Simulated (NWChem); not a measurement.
System: phosphorus nitride (PN); SMILES P#N

Here is an NWChem input.

```
start job
memory heap 200 mb stack 900 mb global 1100 mb
geometry units angstroms noautosym nocenter noautoz
  N      0.000000     0.000000     1.004870
  P      0.000000     0.000000    -0.474538
end
basis spherical
  N library pcj-1
  P library pcj-1
end
dft
  odft
  mult 1
  xc pbe0
  iterations 150
end
property
  spinspin 1 1 2
end
task dft property
```

Output (shortened):

```
             Northwest Computational Chemistry Package (NWChem) 7.3.0
             --------------------------------------------------------

                             Geometry "geometry" -> ""
                             -------------------------

 Output coordinates in angstroms (scale by  1.889725989 to convert to a.u.)

  No.       Tag          Charge          X              Y              Z
 ---- ---------------- ---------- -------------- -------------- --------------
    1 N                    7.0000     0.00000000     0.00000000     1.00487000
    2 P                   15.0000     0.00000000     0.00000000    -0.47453800

 Effective nuclear repulsion energy (a.u.)      37.5580037048

                              NWChem Property Module
                              ----------------------

  itol2e modified to match energy
  convergence criterion.

                                 NWChem DFT Module
                                 -----------------

 Summary of "ao basis" -> "ao basis" (spherical)
 ------------------------------------------------------------------------------
       Tag                 Description            Shells   Functions and Types
 ---------------- ------------------------------  ------  ---------------------
 N                           pcj-1                  11       27   5s4p2d
 P                           pcj-1                  13       31   6s5p2d

  itol2e modified to match energy
  convergence criterion.

            General Information
            -------------------
          SCF calculation type: DFT
          Wavefunction type:  spin polarized.
          No. of atoms     :     2
          No. of electrons :    22
           Alpha electrons :    11
            Beta electrons :    11
          Charge           :     0
          Spin multiplicity:     1
          Use of symmetry is: off; symmetry adaption is: off
          Maximum number of iterations: 150
          AO basis - number of functions:    58
                     number of shells:    24
          Convergence on energy requested:  1.00D-07
          Convergence on density requested:  1.00D-05
          Convergence on gradient requested:  5.00D-04

              XC Information
              --------------
                         PBE0 Method XC Functional
                     Hartree-Fock (Exact) Exchange  0.250
          PerdewBurkeErnzerhof Exchange Functional  0.750
            Perdew 1991 LDA Correlation Functional  1.000 local
           PerdewBurkeErnz. Correlation Functional  1.000 non-local

             Grid Information
             ----------------
          Grid used for XC integration:  fine
          Radial quadrature: Mura-Knowles
          Angular quadrature: Lebedev.
          Tag              B.-S. Rad. Rad. Pts. Rad. Cut. Ang. Pts.
          ---              ---------- --------- --------- ---------
          N                   0.65       70           7.0       590
          P                   1.00      123           6.0       770
          Grid pruning is: on
          Number of quadrature shells:   193
          Spatial weights used:  Erf1

      Superposition of Atomic Density Guess
      -------------------------------------

 Sum of atomic energies:        -394.74009569

      Non-variational initial energy
      ------------------------------

 Total energy =    -394.966685
 1-e energy   =    -619.258217
 2-e energy   =     186.733529
 HOMO         =      -0.346548
 LUMO         =      -0.053763

   convergence    iter        energy       DeltaE   RMS-Dens  Diis-err
 ---------------- ----- ----------------- --------- --------- ---------
 d= 0,ls=0.0,diis     1   -395.5663668690 -4.33D+02  1.21D-02  2.95D-01
                                                     1.21D-02  2.95D-01
 d= 0,ls=0.0,diis     2   -395.0340239092  5.32D-01  1.09D-02  1.05D+00
                                                     1.09D-02  1.05D+00
 d= 0,ls=0.0,diis     3   -395.6004405823 -5.66D-01  1.77D-03  1.03D-01
                                                     1.77D-03  1.03D-01
 d= 0,ls=0.0,diis     4   -395.6466130144 -4.62D-02  6.91D-04  3.07D-03
                                                     6.91D-04  3.07D-03
 d= 0,ls=0.0,diis     5   -395.6483845206 -1.77D-03  9.21D-05  7.63D-05
                                                     9.21D-05  7.63D-05
  Resetting Diis
 d= 0,ls=0.0,diis     6   -395.6484033485 -1.88D-05  2.57D-05  8.61D-06
                                                     2.57D-05  8.61D-06
 d= 0,ls=0.0,diis     7   -395.6484080329 -4.68D-06  1.24D-05  1.58D-07
                                                     1.24D-05  1.58D-07
 d= 0,ls=0.0,diis     8   -395.6484073494  6.83D-07  9.05D-06  1.56D-06
                                                     9.05D-06  1.56D-06
 d= 0,ls=0.0,diis     9   -395.6484081125 -7.63D-07  2.94D-07  3.77D-10
                                                     2.94D-07  3.77D-10
 d= 0,ls=0.0,diis    10   -395.6484081126 -1.30D-10  1.18D-07  1.30D-10
                                                     1.18D-07  1.30D-10

         Total DFT energy =     -395.648408112602
      One electron energy =     -620.308727321489
           Coulomb energy =      216.963847153045
    Exchange-Corr. energy =      -29.861531648997
 Nuclear repulsion energy =       37.558003704839

 Numeric. integr. density =       21.999999889736

                    DFT Final Alpha Molecular Orbital Analysis
                    ------------------------------------------

 Vector    9  Occ=1.000000D+00  E=-3.503182D-01
              MO Center= -6.9D-10, -5.8D-10,  3.8D-01, r^2= 1.5D+00
   Bfn.  Coefficient  Atom+Function         Bfn.  Coefficient  Atom+Function
  ----- ------------  ---------------      ----- ------------  ---------------
    43      0.273323  2 P  px                12      0.251519  1 N  px
    44      0.247286  2 P  py                13      0.227559  1 N  py
    15      0.215110  1 N  px                46      0.199128  2 P  px
    16      0.194618  1 N  py                47      0.180159  2 P  py
     9      0.109455  1 N  px                37     -0.106694  2 P  px

[...]

      -----------------------------------
      Indirect Spin-Spin Coupling Tensors
      -----------------------------------

      ---------------------------------------------------
      Calculating Fermi-Contact and Spin-Dipole Responses
      ---------------------------------------------------

                                NWChem CPHF Module
                                ------------------

  scftype          =     UHF
  nalpha           =       11
  nbeta            =       11
  variables        =     1034
  # of vectors     =       13
  tolerance        = 0.10D-03
  level shift      = 0.00D+00
  max iterations   =       50
  max subspace     =      130

 SCF residual:    3.4300882109566667E-006

Iterative solution of linear equations
  No. of variables     1034
  No. of equations       13
  Maximum subspace      130
        Iterations       50
       Convergence  1.0D-04

   iter   nsub   residual    time
   ----  ------  --------  ---------
     1     13    4.14D+01      12.4
     2     26    9.39D+00      17.4
     3     39    3.79D+00      20.0
     4     52    2.58D-01      22.8
     5     65    1.11D-02      25.5
     6     78    2.67D-04      28.2
     7     91    1.61D-05      30.8

      ----------------------------------------------
      Calculating Paramagnetic Spin-Orbit Responses
      ----------------------------------------------

                                NWChem CPHF Module
                                ------------------

  scftype          =     UHF
  nalpha           =       11
  nbeta            =       11
  variables        =     1034
  # of vectors     =        3
  tolerance        = 0.10D-03
  level shift      = 0.00D+00
  max iterations   =       50
  max subspace     =       30

 SCF residual:    3.4300882109566667E-006

Iterative solution of linear equations
  No. of variables     1034
  No. of equations        3
  Maximum subspace       30
        Iterations       50
       Convergence  1.0D-04

   iter   nsub   residual    time
   ----  ------  --------  ---------
     1      3    2.42D+00      32.4
     2      6    3.28D-01      33.6
     3      9    1.53D-02      34.8
     4     12    8.65D-04      36.1
     5     15    3.93D-05      37.3

      ----------------------------------
      Indirect Spin-Spin Tensors (in Hz)
      ----------------------------------

      -------------------------------------------------
      Atom    1:  14-N  and Atom    2:  31-P

      Respective Nuclear g-factors: 0.403761 & 2.263200
      -------------------------------------------------

      Fermi Contact (FC) Term (Hz):
    -44.1180      0.0000      0.0000
      0.0000    -44.1180      0.0000
      0.0000      0.0000    -44.1180
        Isotropic =     -44.1180

      Spin-Dipole   (SD) Term (Hz):
     46.6475      0.0000      0.0000
      0.0000     46.6475     -0.0000
      0.0000     -0.0000    -10.3762
        Isotropic =      27.6396

      FC - SD  Cross Term (Hz):
     -7.0433      0.0000     -0.0000
      0.0000     -7.0433     -0.0000
     -0.0000     -0.0000     14.0867
        Isotropic =      -0.0000

      Paramagnetic Spin-Orbit Term (Hz):
   -129.8036      0.0000     -0.0000
      0.0000   -129.8036      0.0000
      0.0000     -0.0000    168.9089
        Isotropic =     -30.2328

      Diamagnetic Spin-Orbit Term (Hz):
     -1.4326     -0.0000      0.0000
     -0.0000     -1.4326     -0.0000
      0.0000     -0.0000      2.7818
        Isotropic =      -0.0278

      Total Spin-Spin Coupling Tensor (Hz):
   -135.7501      0.0000     -0.0000
      0.0000   -135.7501      0.0000
     -0.0000     -0.0000    131.2831

      Isotropic Spin-Spin Coupling =     -46.7390 Hz
```

Level: PBE0/pcJ-1. Coordinates come from a PBE0-D3(BJ)/def2-TZVP optimisation.
